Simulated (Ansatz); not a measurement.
Which method gave which barrier?

Saddle point of InH4O2F, singlet (InH₃O₂ ([OH][InH][OH]) + HF → InH₂O₂F ([OH][In]([OH])[F]) + H₂; bonds formed: In1–F6, H2–H5; bonds broken: In1–H2, H5–F6), PBE0-D4/def2-TZVP structure:

```xyz
8
angstrom
In -0.3246 -0.1124 -0.2342
H 1.4691 -0.6949 0.3878
O -0.3428 0.5315 -2.0834
O -1.8057 -1.0048 0.6847
H 1.3808 0.1893 0.8354
F 0.7839 1.2116 1.0915
H 0.4559 1.0200 -2.2987
H -1.6166 -1.1403 1.6168
```

Program: Ansatz 0.2.0. Basis: def2-TZVPP, with def2-QZVPP for the basis limit. Cores are frozen in the correlated methods. Filled d shells of the heavier atoms are correlated. Core potentials replace the inner electrons of the atoms past krypton. The def2 sets are not built for correlating such inner shells, so the correlated values are less sure here. B3LYP uses VWN-RPA correlation. Extrapolation: Hartree–Fock as exp(−7.88 √X), correlation as X^−2.97. Four methods, as single points on the PBE0-D4 structures, gave these electronic barriers from the start structure: 33.7, 66.2, 72.8, 113.1 kJ/mol.

The methods were, in alphabetical order, B3LYP-D4, HF, MP2, SPW92. Which gave which? (A judgement: the text doesn't fix the answer.)

By the calculation: SPW92 33.7; B3LYP-D4 66.2; MP2 72.8; HF 113.1 kJ/mol. For comparison, CCSD(T) at an estimated basis limit (MP2 extrapolated from triple and quadruple zeta, plus CCSD(T) − MP2 in triple zeta) gives 75.0 kJ/mol.

No T1 diagnostic of these runs exceeds 0.017.

Labels in which every atom is bracketed show which atoms are joined, not bond orders.

For scale, one of the runs: CCSD(T)/def2-TZVPP, 199 basis functions, launched by `ansatz run in.yaml --threads 4 --pin off --events-out ev --progress --plain --max-ram 9574MiB`. Hardware: 4 CPU threads of an Arm Neoverse V1, shared host. Wall time 86 s; peak host memory 2.9 GiB.
